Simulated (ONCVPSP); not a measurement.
# Configuration tests for titanium (ONCV)

* Element: Ti (Z = 22)
* Generator: ONCVPSP 4.0.1
* Type: optimised norm-conserving Vanderbilt (ONCV)
* Functional: PBE
* Relativity: non-relativistic
* Frozen core: [Ne]
* Valence charge: 12
* Reference configuration: 3s2 3p6 3d2 4s1 4p1
* Partial waves: 3s+4s: rc 1.55 bohr, ncon 3, nbas 8, qcut 8.1 1/bohr, 2 projectors; 3p+4p: rc 1.80 bohr, ncon 3, nbas 6, qcut 6.2 1/bohr, 2 projectors; 3d: rc 2.25 bohr, ncon 5, nbas 10, qcut 5.7 1/bohr, 2 projectors, debl 0.9 Ha
* Local potential: polynomial inside 1.20 bohr (lpopt 2, dvloc0 3 Ha)
* Core correction: polynomial model core, fcfact 0.5

Energies are relative to the spin-unpolarised reference configuration 3s2 3p6 3d2 4s1 4p1; without spin polarisation the order of configurations can differ from experiment.

| valence configuration | charge | ΔE all-electron (eV) | error AE − PS (meV) |
| --- | --- | --- | --- |
| 3s2 3p6 3d2 4s2 4p0 | 0 | -3.015 | -0.1 |
| 3s2 3p6 3d2 4s0 4p0 | +2 | 17.746 | -1.2 |
| 3s2 3p6 3d1 4s2 4p0 | +1 | 6.930 | +204 |

Problem. What are ΔE and the potential's error for 3s2 3p6 3d2 4s1 4p0?

Solution. ΔE = 4.272 eV all-electron; the error (AE − PS) is +0.2 meV.
